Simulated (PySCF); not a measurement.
C5H3N3, SMILES N#Cc1cnccn1.

Coordinates come from a PBE0-D3(BJ)/def2-SVP optimisation.

The numbers are results of PBE/def2-TZVP (PySCF), not measurements.

Symmetry labels are those of the subgroup Cs that the program uses (full group Cs).

Computed valence orbital energies around the gap with their symmetry:
```
orbital  symmetry  energy (eV)
-------  --------  -----------
HOMO−7         A'       -10.56
HOMO−6         A"        -9.64
HOMO−5         A'        -8.98
HOMO−4         A"        -8.92
HOMO−3         A'        -8.82
HOMO−2         A'        -7.99
HOMO−1         A"        -7.54
HOMO           A'        -6.53
LUMO           A"        -3.44
LUMO+1         A"        -2.88
LUMO+2         A'        -0.78
LUMO+3         A"        -0.02
```
